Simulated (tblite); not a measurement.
C6H11PSeSi.
SMILES with atom numbers: `[CH:1]#[C:2][CH2:3][P@@:4]1(=[Se:5])[CH2:6][CH2:7][C@H:8]1[SiH3:9]` (hydrogens: H10 on C1; H11, H12 on C3; H13, H14 on C6; H15, H16 on C7; H17 on C8; H18, H19, H20 on Si9)

Computed with GFN2-xTB (tblite), gas phase: L-BFGS steps from a force-field or distance-geometry start until the largest atomic force falls under 0.01 eV/Å.

Step 24: E = -702.7310 eV
```
atom  x, y, z in Å  |  force x, y, z in eV/Å
C1      3.6781    0.2975   -0.0984   -0.031   0.012  -0.005
C2      2.5693    0.7131   -0.2795    0.006  -0.019  -0.013
C3      1.2097    1.1540   -0.4877    0.025   0.004   0.013
P4      0.2337   -0.2804   -1.1488    0.032  -0.009   0.012
Se5     0.4531   -0.5765   -3.2006    0.000  -0.018   0.017
C6      0.4344   -1.6378    0.1075    0.001   0.006   0.009
C7     -0.8187   -1.1335    0.8444    0.019  -0.016   0.001
C8     -1.4337   -0.3225   -0.3138    0.003  -0.023   0.026
Si9    -2.4503    1.2336    0.0741   -0.009   0.004  -0.004
H10     4.6621   -0.0334    0.0582   -0.036   0.012  -0.017
H11     0.7773    1.5210    0.4463   -0.021  -0.014  -0.004
H12     1.1767    1.9398   -1.2494   -0.004   0.003   0.022
H13     0.2781   -2.6087   -0.3663   -0.009   0.025  -0.001
H14     1.3604   -1.6642    0.6797    0.015   0.012  -0.008
H15    -0.5421   -0.4863    1.6782   -0.010  -0.005  -0.013
H16    -1.4646   -1.9235    1.2274   -0.003   0.007  -0.010
H17    -2.0253   -0.9939   -0.9465   -0.024   0.018  -0.005
H18    -1.6316    2.1612    0.8622    0.014  -0.006  -0.004
H19    -3.5939    0.8042    0.8775    0.005  -0.012   0.010
H20    -2.8778    1.8469   -1.1771    0.028   0.019  -0.026
```

Step 25: E = -702.7314 eV
```
atom  x, y, z in Å  |  force x, y, z in eV/Å
C1      3.6769    0.2979   -0.0988   -0.047   0.017  -0.010
C2      2.5677    0.7127   -0.2805    0.025  -0.021  -0.003
C3      1.2078    1.1544   -0.4870    0.034  -0.007   0.011
P4      0.2333   -0.2810   -1.1489    0.041   0.000   0.008
Se5     0.4560   -0.5798   -3.1995   -0.001  -0.016   0.008
C6      0.4353   -1.6381    0.1066   -0.012   0.013   0.026
C7     -0.8179   -1.1339    0.8447    0.007  -0.011  -0.002
C8     -1.4330   -0.3222   -0.3137   -0.012  -0.026   0.040
Si9    -2.4499    1.2341    0.0734   -0.003   0.014   0.007
H10     4.6611   -0.0335    0.0567   -0.044   0.015  -0.018
H11     0.7756    1.5198    0.4480   -0.018  -0.015  -0.010
H12     1.1754    1.9411   -1.2478   -0.009   0.000   0.025
H13     0.2784   -2.6096   -0.3666   -0.003   0.033   0.004
H14     1.3623   -1.6620    0.6774    0.011   0.003  -0.006
H15    -0.5433   -0.4868    1.6797   -0.003  -0.015  -0.025
H16    -1.4653   -1.9239    1.2265    0.009   0.011  -0.014
H17    -2.0270   -0.9928   -0.9446   -0.020   0.011  -0.012
H18    -1.6311    2.1622    0.8627    0.004  -0.015  -0.013
H19    -3.5932    0.8039    0.8780    0.013  -0.007  -0.001
H20    -2.8744    1.8483   -1.1790    0.026   0.014  -0.015
```

Problem. Estimate the geometry and energy of step 26. (The exact step hangs on the optimiser's Hessian estimate; all steps are aligned on step 25, rigid shifts and turns removed.)

Solution. E = -702.7319 eV, largest force 0.050 eV/Å
```
atom  x, y, z in Å  |  force x, y, z in eV/Å
C1      3.6749    0.2984   -0.0994   -0.046   0.015  -0.013
C2      2.5655    0.7121   -0.2817    0.031  -0.012   0.008
C3      1.2059    1.1549   -0.4858    0.025  -0.016   0.003
P4      0.2334   -0.2818   -1.1488    0.033   0.010   0.003
Se5     0.4598   -0.5845   -3.1981   -0.002  -0.013   0.000
C6      0.4363   -1.6383    0.1058   -0.017   0.020   0.038
C7     -0.8168   -1.1347    0.8450   -0.011  -0.002  -0.005
C8     -1.4324   -0.3221   -0.3129   -0.022  -0.019   0.037
Si9    -2.4494    1.2351    0.0727    0.008   0.018   0.014
H10     4.6591   -0.0334    0.0545   -0.037   0.013  -0.017
H11     0.7732    1.5179    0.4499   -0.012  -0.015  -0.013
H12     1.1734    1.9427   -1.2453   -0.013   0.000   0.025
H13     0.2790   -2.6101   -0.3668    0.004   0.037   0.009
H14     1.3649   -1.6591    0.6743    0.005  -0.008   0.000
H15    -0.5449   -0.4879    1.6812    0.009  -0.020  -0.029
H16    -1.4659   -1.9242    1.2251    0.018   0.005  -0.013
H17    -2.0295   -0.9913   -0.9424   -0.011   0.005  -0.016
H18    -1.6304    2.1632    0.8632   -0.004  -0.022  -0.019
H19    -3.5920    0.8034    0.8785    0.019   0.001  -0.013
H20    -2.8694    1.8502   -1.1817    0.025   0.005   0.001
```

The energy changes by -0.0005 eV. The first-order estimate −F·Δx gives -0.0006 eV and the mean of the old and new forces, exact on a quadratic surface, -0.0005 eV. The step makes an angle of 70° with the force vector and moves no atom by more than 0.006 Å.

What follows is the cost of the whole relaxation. The run took 1.1 s wall on an Arm Neoverse V1 with one thread (shared host).
